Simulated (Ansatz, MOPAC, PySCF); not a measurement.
Torsion H3–B1–P2–H5 in BH4P (SMILES BP); at each angle all else is relaxed with GFN2-xTB, and the levels are single points there.
Geometry at 150° (charge 0, multiplicity 1):
```xyz
6

B     -0.882     0.019    -0.017
P      0.897     0.029    -0.485
H     -1.566     0.905    -0.354
H     -1.354    -0.949     0.435
H      1.518    -0.649     0.542
H      1.328     1.292    -0.144
```

| level | energy at 240° less that at 150° (kcal/mol) | minus MP2/CBS(cc-pV(T+d)Z, cc-pV(Q+d)Z) + ΔCCSD(T)/cc-pV(T+d)Z | cost |
|---|---|---|---|
| PM3 | 12.47 | 2.86 | - |
| HF/6-31G* | 8.21 | -1.40 | - |
| HF/cc-pV(T+d)Z | 8.29 | -1.32 | - |
| HF/cc-pV(Q+d)Z | 8.32 | -1.28 | - |
| SVWN5/def2-TZVPP | 12.19 | 2.58 | ×0.8 |
| PBE-D3(BJ)/def2-TZVPP | 11.06 | 1.45 | ×1 |
| PBE-D4/def2-TZVPP | 11.07 | 1.46 | ×1 |
| BLYP-D4/def2-TZVPP | 10.76 | 1.15 | ×1 |
| B3LYP/6-31G* | 10.04 | 0.43 | - |
| B3LYP/6-311+G** | 10.12 | 0.51 | - |
| B3LYP-D3(BJ)/def2-TZVPP | 10.33 | 0.72 | ×1 |
| PBE0-D3(BJ)/def2-TZVPP | 10.37 | 0.76 | ×1 |
| PBE0-D4/def2-TZVPP | 10.37 | 0.76 | ×1 |
| M06-2X/6-31G* | 9.19 | -0.42 | - |
| wB97X-V/def2-TZVPP | 9.43 | -0.18 | ×4 |
| MP2/cc-pV(D+d)Z | 9.57 | -0.04 | - |
| MP2/CBS(cc-pV(T+d)Z, cc-pV(Q+d)Z) | 9.86 | 0.25 | - |
| SCS-MP2/cc-pV(Q+d)Z | 9.21 | -0.40 | - |
| CCSD(T)/cc-pV(T+d)Z | 9.48 | -0.13 | ×6 |
| MP2/CBS(cc-pV(T+d)Z, cc-pV(Q+d)Z) + ΔCCSD(T)/cc-pV(T+d)Z | 9.61 | 0.00 | ×10 |

 The comparison column counts from a level with limits of its own.

The rows run from 8.21 (HF/6-31G*) to 12.47 kcal/mol (PM3).

On the grid 0° to 330°, 240° is the highest and 150° the lowest point at MP2/CBS(cc-pV(T+d)Z, cc-pV(Q+d)Z) + ΔCCSD(T)/cc-pV(T+d)Z.

Frozen-core correlation. CBS: X⁻³ extrapolation of the correlation energy, Hartree–Fock from the larger set. Rows in 6-311+G**, 6-31G* carry no dispersion term and start afresh at each structure (6-31G* with six Cartesian d functions). The state that PM3 reach isn't checked.

Codes used: Ansatz (Gaussian orbitals); MOPAC for PM3 (differences of heats of formation); PySCF for 6-311+G** rows, 6-31G* rows, the dispersion terms. Each number belongs to the level named beside it.

Costs are rough ratios of core time to PBE/def2-TZVPP (about 2.5 s over the structures, on one shared machine); a dash marks a level with no comparable run of its own.

Ansatz is a program for electronic structure.
